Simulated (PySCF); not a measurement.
2-chlorocyclopenta-1,3-diene (C5H5Cl), SMILES ClC1=CCC=C1.

Geometry: PBE0-D3(BJ)/def2-SVP. One conformer was computed; it need not be the lowest.

Level of theory: TDDFT-M06-2X/def2-SVPD (PySCF 2.14.0).

Vertical excitations. Isolated molecule, no solvent. State labels are in the subgroup Cs.

```tsv
state	symmetry	energy (eV)	λ (nm)	f	main pairs
S1	A'	5.19	239	0.064	HOMO→LUMO 100 %
S2	A"	6.28	197	0.001	HOMO→LUMO+1 87 %
S3	A"	6.62	187	0.002	HOMO→LUMO+2 74 %
S4	A'	6.70	185	0.057	HOMO−1→LUMO 72 %, HOMO→LUMO+5 19 %
S5	A"	6.96	178	0.003	HOMO−2→LUMO 91 %
S6	A"	7.14	174	0.022	HOMO→LUMO+3 69 %, HOMO→LUMO+4 16 %
S7	A"	7.31	170	0.004	HOMO→LUMO+4 57 %, HOMO→LUMO+3 24 %, HOMO→LUMO+2 9 %
S8	A'	7.46	166	0.382	HOMO→LUMO+5 73 %, HOMO−1→LUMO 21 %
S9	A"	7.84	158	0.000	HOMO→LUMO+6 42 %, HOMO→LUMO+7 33 %, HOMO−1→LUMO+1 8 %
S10	A"	7.88	157	0.001	HOMO→LUMO+6 38 %, HOMO−4→LUMO 35 %, HOMO→LUMO+7 13 %
T1	A'	3.44	361	0	HOMO→LUMO 94 %
T2	A'	5.10	243	0	HOMO−1→LUMO 60 %, HOMO→LUMO+5 20 %, HOMO→LUMO+8 12 %
T3	A"	6.16	201	0	HOMO→LUMO+1 57 %, HOMO→LUMO+2 12 %
T4	A"	6.52	190	0	HOMO→LUMO+2 53 %, HOMO→LUMO+1 31 %
```
Triplets are in the Tamm–Dancoff approximation, which puts them higher than full response would, so one can lie above its singlet here.
